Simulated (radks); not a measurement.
Charge is removed step by step from the 4d up level of Tc+, starting from [Kr] 4d(up 5, down 0) 5s1. All-electron calculation, scalar-relativistic Kohn-Sham, BLYP, spin-polarised, spherical densities, point nucleus; open shells are filled with parallel spins first (spin-orbit coupling, left out, can overturn this in heavy ions). Program: a radial shooting solver on a logarithmic mesh with Libxc functionals.

removed (e)  E - E(0) (eV)  eigenvalue (eV)  E minus straight line (eV)
0                    0.000          -14.959                       0.000
0.125                1.955          -16.328                      -0.627
0.25                 4.083          -17.724                      -1.080
0.375                6.387          -19.145                      -1.358
0.5                  8.870          -20.591                      -1.457
0.625               11.536          -22.061                      -1.373
0.75                14.386          -23.553                      -1.104
0.875               17.425          -25.069                      -0.648
1                   20.654          -26.605                       0.000

Removing the whole electron costs 20.654 eV by Delta-SCF, against 14.959 eV from minus the eigenvalue at the starting occupation. Slater's transition state (half an electron removed) gives 20.591 eV. Integrating minus the eigenvalue over the occupation (Janak's theorem) gives 20.654 eV. In this scalar-relativistic scheme the density is built from large components alone, so the theorem holds only approximately. The mean slope of the eigenvalue, de/dn, is 11.6 eV per electron.
